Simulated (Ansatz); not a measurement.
Basis-set extrapolation for C7H17P, SMILES `CCP(CC)C(C)C` (PBE0-D4/def2-TZVP geometry, frozen core, Ansatz 0.2.0). Multiplicity 1, RHF reference.

|  | def2-TZVPP | def2-QZVPP |
| --- | --- | --- |
| HF | -615.825185 | -615.848176 |
| MP2 correlation | -1.402525 | -1.491397 |
| CCSD(T) correlation | -1.556720 | not run |

Energies in hartree. Use E(X) = E(∞) + A·exp(−7.88·√X) for Hartree–Fock and E(X) = E(∞) + B·X^(−2.97) for correlation, with X = 3 and 4, and add CCSD(T) minus MP2 of the smaller set to the MP2 limit.

Problem. What is the CCSD(T) energy at the basis-set limit?

Solution. HF limit: -615.848176 + (-0.022991) × 0.13774 = -615.85134. MP2 limit: -1.491397 + (-0.088872) × 0.74074 = -1.55723. Higher-order term: -1.556720 − (-1.402525) = -0.15420. Total: -617.56277 hartree, 474.9 kJ/mol below CCSD(T)/def2-TZVPP.
